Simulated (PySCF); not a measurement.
PySCF job for Si(F)2(vinyl)(OH) (C2H4F2OSi), SMILES C=C[Si](O)(F)F, B3LYP-D3(BJ)/def2-SVP. Coordinates come from a B3LYP-D3(BJ)/def2-SVP optimisation. The structure was generated by enumeration, and PubChem lists no compound with its InChIKey, so it may never have been made. One conformer was computed; it need not be the lowest.

```python
import numpy as np
from pyscf import gto, scf, dft, df
from pyscf.hessian import thermo

mol = gto.M(
    atom='''
    C    -0.05662943    2.43390554   -0.00000000
    C     0.72291399    1.34362611   -0.00000000
    Si    0.02419697   -0.35364912    0.00000000
    O    -1.61347839   -0.26017506    0.00000000
    F     0.53747404   -1.21257836   -1.27268961
    F     0.53747404   -1.21257836    1.27268961
    H    -1.14849286    2.35519607   -0.00000000
    H     0.36259807    3.44597096   -0.00000000
    H     1.81298827    1.46663307   -0.00000000
    H    -2.13026400   -1.07409125    0.00000000
    ''',
    basis='def2-SVP',
    charge=0,
    spin=0,
    max_memory=1600,
    verbose=3,
)
mf = dft.RKS(mol, xc='b3lyp').density_fit(auxbasis='def2-universal-jkfit')
mf.disp = 'd3bj'
mf.grids.level = 3
mf.conv_tol = 1e-11
mf.max_cycle = 100
mf.kernel()

# [left out here: the lines that compute and print the analytic Hessian (its translational invariance restored by hand, since the grid's response is missing), thermochemistry and intensities]
```

Output:

```
converged SCF energy = -642.846917127276

WARN: DFTD3 does not support analytical Hessian, using finite difference


WARN: Mole.unit (angstrom) is changed to Bohr

Mode                                 0                   1                   2
Irrep
Freq [cm^-1]                       61.3528            138.6576            170.4878
Reduced mass [au]                   2.3116              1.9897              4.1855
Force const [Dyne/A]                0.0051              0.0225              0.0717
Char temp [K]                      88.2731            199.4975            245.2940
Normal mode                   x     y     z       x     y     z       x     y     z
       0   C                -0.00 -0.00  0.14    0.00  0.00  0.07    0.12  0.08  0.00
       1   C                 0.00  0.00 -0.11    0.00 -0.00  0.03   -0.02 -0.02 -0.00
       2  Si                 0.00  0.00 -0.03   -0.00  0.00 -0.02   -0.05 -0.00  0.00
       3   O                 0.00  0.00 -0.04   -0.00 -0.00 -0.04   -0.06 -0.14 -0.00
       4   F                 0.03 -0.05  0.02   -0.07 -0.08  0.01    0.02  0.05 -0.01
       5   F                -0.03  0.05  0.02    0.07  0.08  0.01    0.02  0.05  0.01
       6   H                -0.00 -0.00  0.40    0.00  0.00  0.00    0.11  0.23  0.00
       7   H                -0.00  0.00  0.11    0.00  0.00  0.18    0.25  0.02 -0.00
       8   H                -0.00  0.00 -0.37    0.00 -0.00  0.12   -0.00 -0.13 -0.00
       9   H                 0.00  0.00  0.28    0.00 -0.00 -0.65    0.02 -0.19  0.00
Mode                                 3                   4                   5
Irrep
Freq [cm^-1]                      234.8562            286.2627            332.5296
Reduced mass [au]                   1.5017              8.1107              6.4954
Force const [Dyne/A]                0.0488              0.3916              0.4232
Char temp [K]                     337.9058            411.8682            478.4361
Normal mode                   x     y     z       x     y     z       x     y     z
       0   C                 0.00  0.00  0.01    0.01  0.11  0.00    0.00 -0.00 -0.01
       1   C                 0.00  0.00  0.09   -0.07  0.05  0.00   -0.00 -0.00  0.01
       2  Si                 0.00  0.00 -0.04   -0.03  0.01 -0.00   -0.00 -0.00  0.07
       3   O                 0.00 -0.00 -0.04   -0.02  0.04  0.00   -0.00  0.00 -0.17
       4   F                -0.02 -0.06 -0.01    0.05 -0.08  0.09   -0.08  0.04  0.02
       5   F                 0.02  0.06 -0.01    0.05 -0.08 -0.09    0.08 -0.04  0.02
       6   H                 0.00  0.00 -0.25   -0.00  0.20 -0.00    0.00 -0.00  0.13
       7   H                 0.00  0.00  0.21    0.10  0.07  0.00    0.00 -0.00 -0.17
       8   H                 0.00  0.00  0.37   -0.07  0.01  0.00   -0.00 -0.00 -0.15
       9   H                 0.00 -0.00  0.63   -0.05  0.06 -0.00   -0.00  0.00  0.19
Mode                                 6                   7                   8
Irrep
Freq [cm^-1]                      339.4403            417.3463            552.2159
Reduced mass [au]                   5.8757              5.2353              1.8245
Force const [Dyne/A]                0.3989              0.5373              0.3278
Char temp [K]                     488.3790            600.4684            794.5157
Normal mode                   x     y     z       x     y     z       x     y     z
       0   C                -0.01  0.08 -0.00   -0.01  0.10  0.00   -0.00  0.00  0.02
       1   C                 0.02  0.09  0.00   -0.12  0.01  0.00    0.00  0.00 -0.18
       2  Si                 0.06  0.04  0.00    0.03 -0.08 -0.00    0.00  0.00  0.03
       3   O                 0.06 -0.09 -0.00    0.05  0.04 -0.00   -0.00 -0.00 -0.02
       4   F                -0.08 -0.05 -0.00   -0.01 -0.00 -0.09   -0.01  0.04  0.02
       5   F                -0.08 -0.05  0.00   -0.01 -0.00  0.09    0.01 -0.04  0.02
       6   H                -0.01  0.06  0.00   -0.02  0.26 -0.00   -0.00 -0.00 -0.34
       7   H                -0.02  0.09 -0.00    0.15  0.03  0.00   -0.00  0.00  0.56
       8   H                 0.02  0.14 -0.00   -0.11  0.00  0.00    0.00  0.00  0.29
       9   H                 0.22 -0.20  0.00   -0.12  0.16 -0.00    0.00 -0.00 -0.00
Mode                                 9                  10                  11
Irrep
Freq [cm^-1]                      681.7185            761.8507            898.9992
Reduced mass [au]                   4.2039              1.5641              4.3788
Force const [Dyne/A]                1.1511              0.5349              2.0851
Char temp [K]                     980.8411           1096.1335           1293.4598
Normal mode                   x     y     z       x     y     z       x     y     z
       0   C                -0.00 -0.06 -0.00   -0.00 -0.01  0.00   -0.01 -0.04  0.00
       1   C                -0.13 -0.12 -0.00   -0.03 -0.02  0.00   -0.04 -0.04  0.00
       2  Si                 0.03  0.04  0.00    0.01  0.02 -0.00    0.02  0.12 -0.00
       3   O                 0.10  0.01  0.00   -0.09  0.08 -0.00   -0.04 -0.04 -0.00
       4   F                -0.03  0.03  0.06    0.02 -0.02 -0.04    0.02 -0.05 -0.07
       5   F                -0.03  0.03 -0.06    0.02 -0.02  0.04    0.02 -0.05  0.07
       6   H                -0.01  0.17 -0.00   -0.01  0.07  0.00   -0.01  0.06  0.00
       7   H                 0.23 -0.15  0.00    0.07 -0.04  0.00    0.12 -0.09  0.00
       8   H                -0.12 -0.18  0.00   -0.03 -0.02  0.00   -0.03 -0.12  0.00
       9   H                 0.17 -0.04  0.00    0.65 -0.42  0.00   -0.35  0.17 -0.00
Mode                                12                  13                  14
Irrep
Freq [cm^-1]                      940.1679            972.7915           1013.7102
Reduced mass [au]                  21.5122              3.8542              1.3431
Force const [Dyne/A]               11.2033              2.1490              0.8132
Char temp [K]                    1352.6923           1399.6304           1458.5033
Normal mode                   x     y     z       x     y     z       x     y     z
       0   C                 0.00  0.00  0.00   -0.02 -0.03 -0.00    0.00  0.00  0.14
       1   C                -0.00 -0.00 -0.02    0.01  0.00 -0.00   -0.00 -0.00 -0.04
       2  Si                -0.00 -0.00  0.13    0.11 -0.03  0.00    0.00 -0.00 -0.00
       3   O                -0.00  0.00 -0.01   -0.14 -0.01  0.00   -0.00  0.00  0.00
       4   F                 0.04 -0.06 -0.09   -0.02  0.03  0.04   -0.00  0.00  0.00
       5   F                -0.04  0.06 -0.09   -0.02  0.03 -0.04    0.00 -0.00  0.00
       6   H                 0.00 -0.00 -0.03   -0.03  0.20  0.00    0.00 -0.00 -0.61
       7   H                -0.00  0.00  0.02    0.22 -0.13 -0.00   -0.00  0.00 -0.60
       8   H                 0.00 -0.00  0.03   -0.02  0.25  0.00   -0.00 -0.00  0.01
       9   H                 0.00 -0.00  0.01   -0.22  0.04  0.00   -0.00  0.00 -0.00
Mode                                15                  16                  17
Irrep
Freq [cm^-1]                     1023.9573           1036.0526           1283.3145
Reduced mass [au]                   1.4536              1.0795              1.3738
Force const [Dyne/A]                0.8980              0.6827              1.3331
Char temp [K]                    1473.2466           1490.6490           1846.4039
Normal mode                   x     y     z       x     y     z       x     y     z
       0   C                 0.05  0.07 -0.00   -0.00 -0.00 -0.01   -0.11 -0.00 -0.00
       1   C                -0.06 -0.03  0.00    0.00  0.00  0.08    0.09  0.05 -0.00
       2  Si                 0.07 -0.00  0.00   -0.00 -0.00  0.00    0.00 -0.01  0.00
       3   O                -0.06  0.00  0.00    0.00 -0.00 -0.00    0.00  0.00  0.00
       4   F                -0.01  0.01  0.01   -0.00 -0.00 -0.00   -0.00  0.00  0.00
       5   F                -0.01  0.01 -0.01    0.00  0.00 -0.00   -0.00  0.00 -0.00
       6   H                 0.08 -0.40 -0.00   -0.00  0.00 -0.48   -0.14  0.37  0.00
       7   H                -0.38  0.24  0.00    0.00 -0.00  0.38    0.13 -0.09 -0.00
       8   H                -0.00 -0.54 -0.00    0.00  0.00 -0.74    0.19 -0.69  0.00
       9   H                -0.06  0.00 -0.00    0.00 -0.00 -0.00    0.01 -0.00  0.00
Mode                                18                  19                  20
Irrep
Freq [cm^-1]                     1424.3139           1673.8477           3125.6129
Reduced mass [au]                   1.1904              4.6140              1.0592
Force const [Dyne/A]                1.4228              7.6165              6.0969
Char temp [K]                    2049.2705           2408.2941           4497.0610
Normal mode                   x     y     z       x     y     z       x     y     z
       0   C                -0.01 -0.01 -0.00   -0.10  0.16 -0.00    0.03 -0.06  0.00
       1   C                -0.04  0.11 -0.00    0.08 -0.17  0.00    0.01  0.01 -0.00
       2  Si                -0.00 -0.01  0.00   -0.00  0.01 -0.00    0.00 -0.00  0.00
       3   O                 0.00  0.00 -0.00   -0.00 -0.00  0.00   -0.00  0.00  0.00
       4   F                -0.00  0.00  0.00    0.00  0.00 -0.00   -0.00 -0.00 -0.00
       5   F                -0.00  0.00 -0.00    0.00  0.00  0.00   -0.00 -0.00  0.00
       6   H                 0.05 -0.61  0.00   -0.10 -0.25  0.00   -0.60 -0.06 -0.00
       7   H                 0.60 -0.28  0.00    0.23  0.04  0.00    0.29  0.66 -0.00
       8   H                -0.01 -0.13  0.00    0.07  0.11 -0.00   -0.22 -0.03  0.00
       9   H                 0.02 -0.01  0.00   -0.00  0.00  0.00   -0.00  0.00  0.00
Mode                                21                  22                  23
Irrep
Freq [cm^-1]                     3147.5762           3222.7246           3886.5355
Reduced mass [au]                   1.0921              1.1173              1.0672
Force const [Dyne/A]                6.3748              6.8370              9.4978
Char temp [K]                    4528.6614           4636.7832           5591.8593
Normal mode                   x     y     z       x     y     z       x     y     z
       0   C                -0.02  0.01 -0.00   -0.08 -0.05  0.00    0.00  0.00  0.00
       1   C                 0.08  0.00  0.00   -0.01 -0.00  0.00   -0.00  0.00  0.00
       2  Si                 0.00 -0.00 -0.00   -0.00  0.00  0.00    0.00 -0.00 -0.00
       3   O                -0.00 -0.00  0.00    0.00 -0.00 -0.00   -0.04 -0.05 -0.00
       4   F                -0.00  0.00  0.00    0.00 -0.00 -0.00    0.00 -0.00 -0.00
       5   F                -0.00  0.00 -0.00    0.00 -0.00  0.00    0.00 -0.00  0.00
       6   H                 0.21  0.02  0.00    0.71  0.05  0.00    0.00  0.00  0.00
       7   H                -0.04 -0.09 -0.00    0.23  0.57 -0.00    0.00  0.00  0.00
       8   H                -0.92 -0.11  0.00    0.10  0.01 -0.00    0.00  0.00 -0.00
       9   H                 0.00  0.00  0.00   -0.00 -0.00 -0.00    0.54  0.80  0.00
temperature 298.1500 [K]
pressure 101325.00 [Pa]
Rotational constants [GHz] 3.89921 2.14806 2.09013
Symmetry number 1
Zero-point energy (ZPE) 0.06294 [Eh]   165242.104 [J/mol]
                           tot       elec      trans        rot        vib
Entropy [J/mol/K]       357.562      0.000    167.384    114.262     75.916
Cv [J/mol/K]            105.747      0.000     12.472     12.472     80.804
Cp [J/mol/K]            114.062      0.000     20.786     12.472     80.804
Internal energy [J/mol]                      3718.434   3718.434 177680.362
Internal energy [Eh]   -642.77641  -642.84692
Enthalpy [J/mol]                             6197.391   3718.434 177680.362
Enthalpy [Eh]          -642.77547
Gibbs free energy [J/mol]                  -43708.158 -30348.731 155046.026
Gibbs free energy [Eh] -642.81607
static polarisability / bohr^3: [[41.856 -2.828  0.   ]
 [-2.825 52.417  0.   ]
 [-0.     0.    26.997]]
largest difference of analytic and finite-field dipole derivatives / e: 0.0006201150006299727
mode   freq/cm-1   IR/(km/mol)   Raman/(A^4/amu)   depolarisation
   1       61.35         9.966             8.150            0.750
   2      138.66        44.310             4.179            0.750
   3      170.49         0.429             1.060            0.700
   4      234.86        45.863             0.879            0.750
   5      286.26        11.124             1.707            0.500
   6      332.53        46.314             1.712            0.750
   7      339.44        66.351             1.726            0.682
   8      417.35        18.469             1.054            0.203
   9      552.22        31.120             4.088            0.750
  10      681.72        14.413             7.907            0.031
  11      761.85       115.216             2.653            0.414
  12      899.00       268.491             0.374            0.080
  13      940.17       187.438             0.762            0.750
  14      972.79       106.736             2.654            0.743
  15     1013.71        27.288             0.435            0.750
  16     1023.96        55.381             2.131            0.473
  17     1036.05        14.873             0.045            0.750
  18     1283.31         4.034             9.400            0.346
  19     1424.31        26.249            16.484            0.495
  20     1673.85        17.300            12.292            0.108
  21     3125.61         9.016            85.779            0.175
  22     3147.58         1.104           139.754            0.263
  23     3222.72         3.342            66.420            0.706
  24     3886.54       129.996           116.941            0.303
max |gradient| / (hartree/bohr): 0.00018719626116101292
APT charges: [ 0.0238 -0.4286  2.1447 -0.8572 -0.672  -0.672   0.0526  0.0358  0.0399
  0.333 ]
```

The calculation finished and met its thresholds.

Cost: around 6 core-minutes (rough).
